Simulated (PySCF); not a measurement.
**Xe(3+) (xenon, charge +3) across methods**

[Kr] 4d10 5s2 5p3, high-spin 4S determinant. Computed with PySCF 2.14 in aug-cc-pV5Z-PP with ECP28MDF (8s8p6d4f3g2h, 139 functions), with a scalar-relativistic core potential.

```csv
method,E (hartree),mean ε 5s α (eV),mean ε 5s β (eV),mean ε 5p α (eV),Σ⟨r²⟩ (bohr²),⟨S²⟩
M06-L,-327.2153,-51.703,-48.489,-38.068,34.18,3.751
revPBE,-327.0644,-51.400,-48.452,-38.065,34.19,3.751
UHF,-326.06176,-60.418,-51.582,-43.397,34.50,3.751
PBE,-326.9977,-51.426,-48.656,-38.077,34.21,3.751
BLYP,-326.9670,-51.123,-48.823,-37.745,34.25,3.750
LDA,-326.5383,-51.601,-49.250,-38.139,34.23,3.750
r2SCAN,-327.1353,-52.459,-48.546,-38.664,34.16,3.751
PBE0,-327.0274,-53.944,-49.768,-39.637,34.22,3.751
```

Energies and moments cover only the electrons outside the core potential.
